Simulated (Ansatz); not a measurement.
H4NOPSi (`N1[SiH2]OP1`). Charge 0, multiplicity 1. All single points use the PBE0-D4/def2-TZVP geometry.

```xyz
8

N     0.343   -0.607   -0.763
Si   -0.862    0.390   -0.017
O     0.320    0.899    1.049
P     1.534   -0.028    0.355
H     0.570   -0.695   -1.739
H    -1.965   -0.321    0.676
H    -1.433    1.462   -0.870
H     1.493   -1.101    1.309
```

Question: What is the dipole moment at r2SCAN/def2-TZVPP? (Best estimate.)

Answer: Ansatz gave: 1.88 D, with components (-0.71, -0.62, -1.63) D in this frame, pointing from negative to positive charge.

Question: And with PBE, B3LYP, ωB97M-V? (Best estimate.)

Answer: Computed: PBE 1.84 D, B3LYP 1.87 D, ωB97M-V 1.85 D.

Question: Give the Mulliken charges with r2SCAN, PBE, B3LYP in def2-TZVPP. (An estimate is asked.)

Answer: Computed: 
```csv
atom,r2SCAN,PBE,B3LYP
N1,-0.43,-0.34,-0.41
Si2,0.62,0.49,0.58
O3,-0.46,-0.38,-0.46
P4,0.35,0.25,0.34
H5,0.15,0.14,0.13
H6,-0.09,-0.08,-0.09
H7,-0.10,-0.08,-0.09
H8,-0.03,0.00,-0.01
```

B3LYP here is the variant with VWN-RPA as its local correlation; programs differ in this.
